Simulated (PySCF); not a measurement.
CH₆BClO₂Si, SMILES OB(O)C[SiH2]Cl. Geometry: PBE0-D3(BJ)/def2-SVP. The structure was generated by enumeration, and PubChem lists no compound with its InChIKey, so it may never have been made. Other conformers were not sampled.

Computed equilibrium geometry at PBE0-D3(BJ)/def2-SVP (PySCF confirms it by a frequency run) as Cartesian coordinates in Å (one conformer of several):
```xyz
12

Si     0.8869    -0.3106     0.3179
Cl     2.6581     0.4407    -0.4602
C     -0.5831     0.5097    -0.4915
B     -1.9462    -0.0754     0.0758
O     -2.8143    -0.8016    -0.6764
O     -2.3038     0.0885     1.3791
H      0.8921    -0.0329     1.7845
H      0.8781    -1.7828     0.0911
H     -0.4860     0.3995    -1.5840
H     -0.5080     1.5885    -0.2681
H     -2.5320    -0.8948    -1.5889
H     -1.6738     0.6037     1.8885
```
Charge 0, spin multiplicity 1.
